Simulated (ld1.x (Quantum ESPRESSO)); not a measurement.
**Before and after: RRKJ potential for C**

carbon, norm-conserving RRKJ (Kleinman–Bylander form), made with ld1.x (Quantum ESPRESSO) 7.5 (PBEsol, scalar-relativistic). Core [He], reference 2s2 2p2. Waves: 2s (bound): rc 0.95 bohr; 3d channel at 0.15 Ry: rc 1.20 bohr; 2p (bound): rc 1.40 bohr. Local part: the p channel. Core correction: Bessel-smoothed model core inside 0.80 bohr.

Change: all radii but the core radius scaled by about 1.10 (s 1.04, p 1.54, d 1.32 bohr).

Cutoffs: the cutoffs (Ry, on a coarse ladder) from which the occupation-weighted sum of valence levels, in a spherical-Bessel basis at the reference potential, stays within 10 and 1 mRy of its value at 400 Ry; they do not see the model core or the augmentation charge, which bear on the density cutoff. Errors are all-electron minus pseudo energies relative to the spin-unpolarised reference configuration.

Task: How do hardness, ghosts and transferability respond?

Result: The potential gets harder (45 Ry and 60 Ry → 50 Ry and 80 Ry); of the 7 tests that both files solve, the error grows in 4 and shrinks in 1 by more than 15 % and 0.3 meV (median size 2.5 → 3.6 meV); neither file shows a bound ghost.

```csv
quantity,base,changed
"cutoff, loose",45 Ry,50 Ry
"cutoff, tight",60 Ry,80 Ry
loose cutoff by channel (10 mRy a level),"s 35 Ry, p 40 Ry","s 40 Ry, p 35 Ry"
bound ghosts,none,none
"error for 2s2 2p1, meV [ΔE 10.79 eV]",+3.1,+3.6
"error for 2s2 2p0, meV [ΔE 34.81 eV]",+59,+76
"error for 2s1 2p0, meV [ΔE 82.77 eV]",+197,+245
"error for 2s2 2p1.5, meV [ΔE 3.93 eV]",+0.1,0.0
"error for 2s1 2p3, meV [ΔE 8.43 eV]",+2.5,+1.5
"error for 2s1 2p2, meV [ΔE 19.50 eV]",-1.5,-6.5
"error for 2s2 2p2.3, meV [ΔE -1.14 eV]",0.0,0.0
```
